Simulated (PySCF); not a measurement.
A series of derivatives of C[SiH2]OC12CC1C2

Parent skeleton `[CH3:1][SiH2:2][O:3][C:4]12[CH2:5][CH:6]1[CH2:7]2`; one hydrogen on atom 1 is replaced by X. Hydrogens on one atom are averaged.

Level of theory: GFN2-xTB geometry, shieldings: GIAO PBE0/pcSseg-1, in PySCF 2.14 (one conformer, rapidly exchanging positions averaged, gas phase, non-relativistic).

References, each an isolated molecule treated in the same way: $^{13}$C (186.93 ppm) and $^{29}$Si (349.16 ppm) and $^{1}$H (31.72 ppm) against TMS; H2O for $^{17}$O (336.08 ppm).

Parent (X = H): C1 -2.2, Si2 -14.6, O3 11.3, C4 54.6, C5/C7 34.0, C6 7.0, H(C1) 0.26, H(Si2) 5.09, H(C5)/H(C7) 1.23 ppm. Effects are Δδ = δ(X) − δ(H), positive for deshielding.

Problem. Give Δδ (ppm) for X = CH2SiH3, CH2CN, CH=NH, F, CN, CH2NH2, CHO, CHF2, COOH.

Solution. 
```
      X                           SMILES     C1    Si2     O3    C4  C5/C7    C6  H(C1)  H(Si2)  H(C5)/H(C7)
CH2SiH3   [SiH3]CC[SiH2]O[C@]12C[C@H]1C2  +13.9   -5.5   -1.7  -1.5   +1.1  -3.9  +0.77   -0.43        +0.12
  CH2CN      N#CCC[SiH2]O[C@]12C[C@H]1C2  +17.5   -6.3   -4.4  -0.6   +1.3  -3.1  +0.79   -0.31        +0.17
  CH=NH  [H]/N=C\C[SiH2]O[C@]12C[C@H]1C2  +35.4   -3.6   -5.4  -1.4   +1.5  -3.0  +1.49   -0.29        +0.18
      F         FC[SiH2]O[C@]12C[C@H]1C2  +84.6  -11.5   +1.0  -0.6   +0.9  -0.4  +4.50   -0.12        +0.17
     CN       N#CC[SiH2]O[C@]12C[C@H]1C2   +2.6   -8.5   +1.7  -0.7   +1.4  -3.1  +1.69   -0.21        +0.17
 CH2NH2        NCC[SiH2]O[C@]12C[C@H]1C2  +29.9  -10.7   -5.1  -0.9   +1.0  -3.6  +0.40   -0.33        +0.11
    CHO       O=CC[SiH2]O[C@]12C[C@H]1C2  +41.1   -3.2   -7.2  -1.5   +2.0  -2.9  +1.97   -0.23        +0.20
   CHF2     FC(F)C[SiH2]O[C@]12C[C@H]1C2  +27.5   -9.0   -7.1  -1.6   +1.5  -3.5  +1.55   -0.30        +0.18
   COOH    O=C(O)C[SiH2]O[C@]12C[C@H]1C2  +27.5   -3.4  -10.9  -2.4   +2.0  -2.6  +2.20   -0.25        +0.20
```

Problem. Which position responds most, and to which substituents?

Solution. C1: from +2.6 ppm with CN to +84.6 ppm with F.

Experimental scales use liquid or dissolved standards, which lie at an offset from isolated H2O (liquid H2O: subtract about 36 ppm).
